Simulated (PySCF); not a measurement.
An EPR property job and its printed output. Input:

```
{"job": {"kind": "epr", "basis": "pcH-1"}, "charge": 0, "multiplicity": 3}
B     -1.113788     0.177975     0.296077
C      0.287557    -0.045020    -0.074826
C      1.526512    -0.242506    -0.403303
N      2.660375    -0.424024    -0.704470
H     -1.870828    -0.717034     0.311303
H     -1.486706     1.252599     0.579942
```

Method used: UKS B3LYP, pcH-1 on B C H N, non-relativistic, mean-field spin-orbit, GIAO in PySCF. Geometry: GFN2-xTB; no solvent, vibrations or thermal averaging. This triplet need not be the ground state; the singlet was not compared here. The geometry wasn't refined by DFT: couplings that depend on bond lengths, twists or pyramidal angles can differ widely from those at the functional's own minimum. No frequencies were computed at this geometry's level, so the symmetric structure isn't shown to be a minimum.

Output of the driver script. The program numbers atoms from 0.

```
UKS, coarse grid
  cycle   1  E = -156.86993930  |g| = 1.78e-01
  cycle   2  E = -156.81265253  |g| = 4.04e-01
  cycle   3  E = -156.89108186  |g| = 5.05e-02
  cycle   4  E = -156.89248977  |g| = 3.44e-02
  cycle   5  E = -156.89339363  |g| = 1.20e-02
  cycle   6  E = -156.89354496  |g| = 5.17e-03
  cycle   7  E = -156.89357379  |g| = 2.20e-03
  cycle   8  E = -156.89357769  |g| = 9.56e-04
UKS, final grid
  cycle   1  E = -156.89357562  |g| = 2.00e-03
  cycle   2  E = -156.89356299  |g| = 5.47e-03
  cycle   3  E = -156.89357780  |g| = 2.75e-04
  cycle   4  E = -156.89357784  |g| = 9.50e-05
  cycle   5  E = -156.89357786  |g| = 6.12e-05
  cycle   6  E = -156.89357786  |g| = 1.37e-05
internal stability: stable
E = -156.89357786 Eh   <S^2> = 2.0406 (exact 2.0000)
g shifts (ppm)      1          2          3
  rmc          -165       -165       -165
  gc             38         16         12
  oz_so        -175        705        856
  total        -302        556        703
hyperfine (MHz)  atom isotope    a_iso     a_fc   dipolar eigenvalues
    0   11B     -21.35     -21.35     -5.85     -1.28      7.13
    1   13C      46.26      46.26    -56.17     20.30     35.87
    2   13C     -53.91     -53.91    -11.79    -10.46     22.25
    3   14N      10.49      10.49    -21.49      9.32     12.18
    4    1H      50.43      50.43     -4.38     -2.90      7.28
    5    1H      50.40      50.40     -4.38     -2.90      7.28
zero-field splitting (cm-1)  D = 0.8156  E = 0.0066  (spin-spin 0.4081, spin-orbit 0.4075)
```

|g| in the SCF lines is the orbital gradient. In the g block, columns 1 to 3 are the principal axes in rising order; rmc is the relativistic mass correction, gc the gauge correction and oz_so the orbital-Zeeman/spin–orbit term. a_fc is the Fermi-contact part of a_iso, here all of it, since this run has no spin–orbit term in the hyperfine coupling.

Problem. What does the output say about convergence, stability and spin contamination?

Solution. The SCF converged after 14 cycles in all, 8 of them on the coarse grid, and the solution passed the internal stability test. The unrestricted determinant has ⟨S²⟩ = 2.0406 (exact 2.0000), 2.0 % above the value of a pure triplet state.

Problem. What are the principal g values and g_iso?

Solution. Adding the total shifts to 2.002319 gives 2.00202, 2.00288, 2.00302; their mean shift is 319 ppm, so g_iso = 2.00264.

Problem. What are the principal values of the full tensor of atom 2 (13C)?

Solution. a_iso plus each dipolar eigenvalue: -65.70, -64.37, -31.66 MHz.

The species is `B[C]C#N` [triplet]. The run used 120 basis functions and 19 iterations of the response equations. 

Hardware: one thread, Arm Neoverse V1, shared host. Cost: 18 s of wall time.
Labels such as C1 count atoms from 1, the log's own numbers from 0.
